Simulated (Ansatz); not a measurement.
Start from `BBN` and change one atom or group to get `N[BH][SnH3]`.

Ansatz, PBE0-D4/def2-TZVP geometries, multiplicity 1. Each molecule was computed in one conformer, which needn't be the lowest.

Elements past krypton have def2 core potentials.

| property | `BBN` |
| --- | --- |
| HOMO energy (PBE/def2-TZVPP) / eV | -6.55 |
| LUMO energy (PBE/def2-TZVPP) / eV | -2.56 |
| LUMO energy (ωB97M-V/def2-TZVPP) / eV | 0.33 |
| LUMO energy (PBE0/def2-TZVPP) / eV | -1.55 |
| HOMO–LUMO gap (ωB97M-V/def2-TZVPP) / eV | 10.49 |
| HOMO energy (PBE0/def2-TZVPP) / eV | -7.88 |

Problem. What does the change do to each property? (Estimate.)

Solution. The calculation gave: 
```
                               property  `N[BH][SnH3]`  shift
      HOMO energy (PBE/def2-TZVPP) / eV          -6.37   0.18
      LUMO energy (PBE/def2-TZVPP) / eV          -1.54   1.02
  LUMO energy (ωB97M-V/def2-TZVPP) / eV           1.24   0.91
     LUMO energy (PBE0/def2-TZVPP) / eV          -0.63   0.92
HOMO–LUMO gap (ωB97M-V/def2-TZVPP) / eV          10.84   0.35
     HOMO energy (PBE0/def2-TZVPP) / eV          -7.50   0.38
```

With PBE0 the HOMO rises by 0.38 eV and the LUMO rises by 0.92 eV, so the gap widens by about 0.54 eV. PBE moves the HOMO by 0.18 eV and ωB97M-V by 0.56 eV. The zero-point energy changes by 1.8 kJ/mol with +3 modes.
